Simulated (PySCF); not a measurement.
Electron correlation in S⁺ (sulfur, charge +1)

[Ne] 3s2 3p3, high-spin 4S determinant. All numbers are calculated (PySCF 2.14, the non-relativistic Hamiltonian (point nucleus), in def2-TZVPPD (6s6p4d1f, 51 functions)). Frozen: [Ne]; 5 electrons correlated.

```json
{"level": "CCSD", "correlation energy (mhartree)": "-109.69"}
{"level": "(T)", "correlation energy (mhartree)": "-3.60"}
{"level": "CCSD(T)", "correlation energy (mhartree)": "-113.29"}
```

Diagnostics: T1 = 0.0035, D1 = 0.0087, largest double amplitude 0.046.

Cost of the coupled-cluster step: about 1.4 core-seconds, for 5 correlated electrons.
